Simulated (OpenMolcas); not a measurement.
# Fe²⁺: effect of the basis set

* Program: OpenMolcas 26.06
* Method: MS-CASPT2, IPEA 0.25 Eh, imaginary shift 0.1 Eh (closed shells correlated: 3s 3p)
* Active space: 6 electrons in 6 orbitals (3d 4s)
* State averaging: 2S+1 = 5 even, 30 roots; 2S+1 = 7 even, 1 root kept (CI in the orbitals of an earlier block); 2S+1 = 3 even, 122 roots kept (CI in the orbitals of an earlier block, 98 in the spin-orbit step); 2S+1 = 1 even, 96 roots kept (CI in the orbitals of an earlier block, 69 in the spin-orbit step)
* Spin-orbit coupling: state interaction with AMFI integrals over the reference wave functions, term energies averaged over their components

A. ANO-R1 [5s4p2d1f], X2C, finite nucleus; CASPT2 step roughly 25 core-seconds
B. ANO-R2 [6s5p4d2f1g], X2C, finite nucleus; CASPT2 step of the order of 80 core-seconds
C. ANO-R3 [7s5p5d3f2g1h], X2C, finite nucleus; CASPT2 step of the order of 2.6 core-minutes

Energies in cm⁻¹ above 3d⁶ ⁵D₄, the measured ground level; measured values from Corliss and Sugar, J. Phys. Chem. Ref. Data 11, 135 (1982).

```csv
Level,A,B,C,Measured
3d⁶ ⁵D₄,0.0,0.0,0.0,0.0
3d⁶ ⁵D₃,483,473,476,436
3d⁶ ⁵D₂,819,803,806,739
3d⁶ ⁵D₁,1034,1014,1018,932
3d⁶ ⁵D₀,1140,1117,1122,1027
3d⁶ ³P₂(1),19090,18690,18380,19405
3d⁶ ³P₁(1),20510,20080,19780,20688
3d⁵ 4s ⁷S₃,21050,24260,25300,30089
3d⁶ ³P₀(1),21110,20660,20360,21208
3d⁶ ³H₆,21110,20020,19560,20051
3d⁶ ³H₅,21350,20250,19790,20301
3d⁶ ³H₄,21480,20400,19940,20482
3d⁶ ³F₄(1),21920,21050,20690,21462
3d⁶ ³F₃(1),22140,21290,20930,21700
3d⁶ ³F₂(1),22300,21450,21100,21857
3d⁶ ³G₅,25710,24270,23860,24559
3d⁶ ³G₄,26120,24680,24280,24941
3d⁶ ³G₃,26320,24870,24470,25142
3d⁶ ¹G₄(1),31900,30340,29830,30886
3d⁶ ³D₂,31940,30040,29690,30716
3d⁶ ³D₁,31940,30040,29680,30726
3d⁶ ¹I₆,31990,30370,29670,30356
3d⁶ ³D₃,32110,30190,29840,30858
3d⁵ 4s ⁵S₂,32510,34780,35570,41000
```

Deviations, from unrounded energies. A percentage is the sum of absolute deviations over the sum of measured energies, with the sign that they share, or ± where signs differ.

```json
{"Against measurement": "mean absolute deviation (cm-1)", "Levels": "23", "A": "1400", "B": "830", "C": "1000"}
{"Against measurement": "fine structure of the ground term (%)", "Levels": "4", "A": "+10.9", "B": "+8.7", "C": "+9.2"}
{"Against measurement": "other terms of the ground configuration (%)", "Levels": "17", "A": "±3.6", "B": "±1.6", "C": "-3.2"}
{"Against measurement": "other configurations (%)", "Levels": "2", "A": "-24.7", "B": "-16.9", "C": "-14.4"}
```

B lies closest to measurement on these levels and A furthest from it. The largest miss of B in the table is 3d⁵ 4s ⁵S₂, by -6200 cm-1. The ranking rests on the paired levels alone, and a cruder setting can come out closer through cancelling errors.

The two smallest mean deviations differ by little beside CASPT2's spread within terms, so their order carries little weight.

Among A to C the level of the table that moves most is 3d⁵ 4s ⁷S₃, by 4200 cm-1 (lowest in A, highest in C). Moves below CASPT2's spread within the term are not significant.

Term energies are means over components that CASPT2 splits; among the terms shown or strongly mixed into the levels shown the widest spread is 2500 cm-1 (3d⁶ ¹I, B). Over all roots computed the reference weight is 0.88 to 0.94 in B, 0.88 to 0.94 in C; the roots of lowest weight are the least certain, and an intruder state may touch them. Blocks of more than 70 roots (2S+1 = 3 even) ran without multistate coupling. Some high roots are left out of the spin-orbit mixing, which shifts the levels that they would mix with. Terms from blocks run as CI alone lack orbitals of their own. A single d shell beside an s shell can misplace configurations of different d count against each other. The CASPT2 spread within a term exceeds the gap to the next term for 3d⁶ ¹G(1) and 3d⁶ ¹I, 3d⁶ ¹I and 3d⁶ ³D, so the order of their levels is uncertain (figures for A; the like holds for B, C). Some levels mix across a computed gap that differs much from the measured one, so their mixing is not that of the real levels (holds for A; B). Computed and measured levels are paired by configuration, term and J; levels that our copy of the source lacks, or whose pairing is in doubt (as where it misses far off the trend of its configuration), stay unpaired and out of the deviations. Only configurations of the active space appear. Levels that lie high or do not pair safely by name in every column are left out.

A number in round brackets counts repeated terms of one configuration in the order of the reference energies.
